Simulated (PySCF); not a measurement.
**Configurations of LaB**

Unrestricted PBE0; PySCF, spin-free X2C with a Gaussian nucleus, basis sets La x2c-SVPall, B x2c-SVPall. The search starts from ions with several 4f fillings and holds each by maximum overlap.

The lowest solution has 2Ms+1 = 5, about 0.0 4f electrons, near 2.34 Å.

The lowest solution of each spin and filling, followed along the bond (rough minima from three points):

| 2Ms+1 | 4f population | ⟨S²⟩ at the start | R at minimum (Å) | Te (eV) |
| --- | --- | --- | --- | --- |
| 5 | 0.04 | 6.00 | 2.34 | 0.00 |
| 3 | 0.04 | 3.01 | 2.34 | 0.43 |
| 1 | 0.04 | 2.02 | 2.33 | 0.49 |

Solutions at the starting distance of 2.410 Å, counted from the lowest; the search is not exhaustive:

```json
{"2Ms+1": "5", "4f population": "0.04", "E (eV)": "0.00", "⟨S²⟩": "6.00", "⟨Lz²⟩": "0.0", "μ (D)": "-4.41"}
{"2Ms+1": "3", "4f population": "0.04", "E (eV)": "0.43", "⟨S²⟩": "3.01", "⟨Lz²⟩": "2.2", "μ (D)": "-4.33"}
{"2Ms+1": "5", "4f population": "0.03", "E (eV)": "0.47", "⟨S²⟩": "6.00", "⟨Lz²⟩": "4.0", "μ (D)": "-6.39"}
{"2Ms+1": "1", "4f population": "0.04", "E (eV)": "0.50", "⟨S²⟩": "2.02", "⟨Lz²⟩": "0.0", "μ (D)": "-4.05"}
{"2Ms+1": "3", "4f population": "0.03", "E (eV)": "0.60", "⟨S²⟩": "2.01", "⟨Lz²⟩": "1.0", "μ (D)": "-5.84"}
{"2Ms+1": "1", "4f population": "0.03", "E (eV)": "0.76", "⟨S²⟩": "1.03", "⟨Lz²⟩": "1.0", "μ (D)": "-5.79"}
{"2Ms+1": "3", "4f population": "0.03", "E (eV)": "0.96", "⟨S²⟩": "3.01", "⟨Lz²⟩": "6.0", "μ (D)": "-6.35"}
{"2Ms+1": "3", "4f population": "0.03", "E (eV)": "0.97", "⟨S²⟩": "2.01", "⟨Lz²⟩": "2.6", "μ (D)": "-4.34"}
{"2Ms+1": "1", "4f population": "0.04", "E (eV)": "1.06", "⟨S²⟩": "2.03", "⟨Lz²⟩": "4.0", "μ (D)": "-6.44"}
{"2Ms+1": "3", "4f population": "0.05", "E (eV)": "1.07", "⟨S²⟩": "2.02", "⟨Lz²⟩": "0.0", "μ (D)": "-3.40"}
{"2Ms+1": "5", "4f population": "0.06", "E (eV)": "1.40", "⟨S²⟩": "6.00", "⟨Lz²⟩": "1.0", "μ (D)": "-4.19"}
{"2Ms+1": "1", "4f population": "0.04", "E (eV)": "2.54", "⟨S²⟩": "0.00", "⟨Lz²⟩": "2.2", "μ (D)": "0.09"}
```

Partly filled real f orbitals mix terms, so no term symbols are given. A positive dipole means La(−)B(+).

Spin–orbit coupling is left out. Counting both spins, an empty level lies below a filled one in some of these solutions, because spin and occupation are held. The state is the lowest single determinant that the PBE0 search found; with open d or f shells the true ground state can be another one.
